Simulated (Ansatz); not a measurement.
Computed with Ansatz on PBE0-D4/def2-TZVP structures; ΔE is electronic, products minus reactants. CCSD(T)/CBS is the MP2 limit (def2-TZVPP, def2-QZVPP) plus CCSD(T) − MP2 in def2-TZVPP, frozen cores. Functionals use def2-TZVPP. Each species was taken in one conformer, which may not be the lowest.

`COC(N)[SiH3]` → `NCOC[SiH3]`  (isomerisation)

```
       species  PBE0 energy (Eh)
`COC(N)[SiH3]`        -500.79335
  `NCOC[SiH3]`        -500.79713
```

(1) Work out ΔE.

Largest T1 diagnostic among the species: 0.012.

Results:

(1) ΔE = (-500.79713) − (-500.79335) = -0.00378 Eh = -2.4 kcal/mol. CCSD(T)/CBS gives -2.1 kcal/mol.

The D4 term adds +0.7 kcal/mol with B3LYP and +0.4 kcal/mol with PBE0; it sums over pairs of atoms, weighted by their polarisabilities, and B3LYP, whose exchange is more repulsive, gets the larger term. In def2-TZVPP, CCSD(T) changes the Hartree–Fock value by +1.5 kcal/mol (the triples alone add +0.3 kcal/mol) and MP2 by +1.5 kcal/mol.

B3LYP here is the variant with VWN-RPA as its local correlation; programs differ in this.
